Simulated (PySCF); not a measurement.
BPb: from constants to spectrum

UHF-CCSD(T) constants of BPb, ⁴Σ⁻ (quartet), unpaired electrons σ ↑, π ↑↑ (B def2-SVP, Pb def2-SVP with ECP60; scalar-relativistic core potentials (PySCF 2.14); masses 11.0093 and 207.9766 u):

- ωe: 496.9 cm⁻¹
- ωexe: 3.06 cm⁻¹
- Be: 0.31016 cm⁻¹
- αe: 0.00251 cm⁻¹
- De to B + Pb: 2.12 eV

Question: What force constant and bond length do these constants imply?

Answer: Reduced mass μred = 10.456 u; k = 5.8918×10⁻⁷·μred·ωe² (u, cm⁻¹, mdyn/Å) = 1.52 mdyn/Å; Re = √(16.8576/(μred·Be)) (u, cm⁻¹, Å) = 2.280 Å.

Question: Estimate the centrifugal constant D from the Kratzer relation and find the Dunham coefficient a1.

Answer: D = 4Be³/ωe² = 4.83e-07 cm⁻¹; a1 = −1 − αeωe/(6Be²) = -3.16.

Correlated steps freeze 5 core orbitals. Correlated levels converge slowly with the basis: in double zeta they bind strong bonds too weakly, by up to about 1 eV, and carry superposition errors of some tenths. Spin–orbit coupling is left out, which matters for elements this heavy, above all for dissociation energies. The state is the lowest determinant that a PBE0 search found; another state may lie lower at other levels.
